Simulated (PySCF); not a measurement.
## How methods differ on the ionisation energy of Co

Co [Ar] 3d7 4s2 (4F) → Co⁺ [Ar] 3d8 (3F), as a difference of total energies. Calculation: PySCF 2.14, in x2c-TZVPPall (6s5p4d2f1g, 64 functions); the spin-free X2C one-electron Hamiltonian (Gaussian nucleus). Correlated levels: valence: [Ar] frozen. The calculations carry no spin-orbit coupling.

```json
{"method": "UHF", "ionisation energy (eV)": "8.291", "plus first-order spin-orbit estimate": "8.299", "error of that sum (eV)": "+0.418"}
{"method": "MP2 (valence)", "ionisation energy (eV)": "7.357", "plus first-order spin-orbit estimate": "7.366", "error of that sum (eV)": "-0.515"}
{"method": "SCS-MP2 (valence)", "ionisation energy (eV)": "7.394", "plus first-order spin-orbit estimate": "7.402", "error of that sum (eV)": "-0.479"}
{"method": "CCSD (valence)", "ionisation energy (eV)": "8.010", "plus first-order spin-orbit estimate": "8.018", "error of that sum (eV)": "+0.137"}
{"method": "CCSD(T) (valence)", "ionisation energy (eV)": "8.000", "plus first-order spin-orbit estimate": "8.008", "error of that sum (eV)": "+0.127"}
```

Reference: 7.881 eV (measured; NIST Atomic Spectra Database, ionization energies).

A first-order spin-orbit estimate (lowest level to lowest level, LS coupling) adds 0.008 eV.

Errors of the correlated levels include the incompleteness of this basis and the frozen core.
